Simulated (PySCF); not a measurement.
# Cr⁺: excitation energy

Cr⁺ [Ar] 3d5 (6S) → Cr⁺ [Ar] 3d4 4s1 (6D), as a difference of total energies. All numbers are calculated (PySCF 2.14, the spin-free X2C one-electron Hamiltonian (Gaussian nucleus), in x2c-TZVPPall (6s5p4d2f1g, 64 functions)). Correlated levels: valence: [Ar] frozen. The calculations carry no spin-orbit coupling.

| method | excitation energy (eV) |
| --- | --- |
| UHF | 0.740 |
| MP2 (valence) | 1.354 |
| SCS-MP2 (valence) | 0.945 |
| CCSD (valence) | 1.333 |
| CCSD(T) (valence) | 1.354 |

Task: How much does correlation contribute at CCSD(T) (valence)?

Result: 1.354 − (0.740) = 0.614 eV, measured against UHF.

Errors of the correlated levels include the incompleteness of this basis and the frozen core.

The basis was made for the ground configuration and has no added diffuse functions, so the excitation energy can come out too high.

For comparison: 1.522 eV (measured; NIST levels, between the centres of gravity of the two terms).
